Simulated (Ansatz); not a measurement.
`[Cl][GeH2][Br]` + HI → `[Cl][GeH2][I]` + HBr at 700 K and 1 bar (ligand exchange at a Ge–Br bond).

Program: Ansatz. Geometries: PBE0-D4/def2-TZVP. ΔE: electronic, gas phase. CBS: MP2 limit from def2 TZ/QZ plus the TZ coupled-cluster correction, frozen cores. Elements past krypton have def2 core potentials. For Br, Ge, I outer-core shells are correlated without core-valence functions, which leaves a few kJ/mol of doubt a bond. Scalar relativity is left out up to krypton.

```tsv
species	CCSD(T)/CBS energy (Eh)	H − E (kJ/mol)	S (J/(mol·K))
`[Cl][GeH2][Br]`	-5110.48619	95.4	386.2
HI	-298.03592	34.6	231.7
`[Cl][GeH2][I]`	-2834.60434	95.1	395.0
HBr	-2573.91920	36.5	223.7
```

H − E and S are ideal-gas, rigid-rotor, harmonic terms from PBE0-D4/def2-TZVP. 1 Eh = 2625.50 kJ/mol, R = 8.31446 J/(mol·K).

**Question.** By hand: ΔE, ΔH, ΔS and ΔG.

**Answer.** ΔE = (-2834.60434) + (-2573.91920) − (-5110.48619) − (-298.03592) = -0.00143 Eh = -3.8 kJ/mol. Δ(H − E) = 95.1 + 36.5 − 95.4 − 34.6 = 1.6, so ΔH = -2.2 kJ/mol. ΔS = 395.0 + 223.7 − 386.2 − 231.7 = 0.8 J/(mol·K). ΔG = -2.2 − 700 × (0.8)/1000 = -2.8 kJ/mol.

**Question.** By hand: the equilibrium constant, and the temperature at which ΔG would vanish if ΔH and ΔS stayed fixed.

**Answer.** log₁₀ K = −ΔG/(RT ln 10) = 0.2. ΔH and −TΔS have one sign here, so there is no such temperature. One of them is within its doubt of zero, so this could turn.

The number of gas molecules stays the same, so ΔS is small and ΔH decides. The sign of ΔG lies within the doubt. A doubt of 5 kJ/mol in ΔE shifts log₁₀ K by 0.4 here. These are equilibria of isolated gas molecules and say nothing of rates. Largest T1 diagnostic: 0.009 (customary marks: 0.02 for closed shells, 0.045 for open ones).
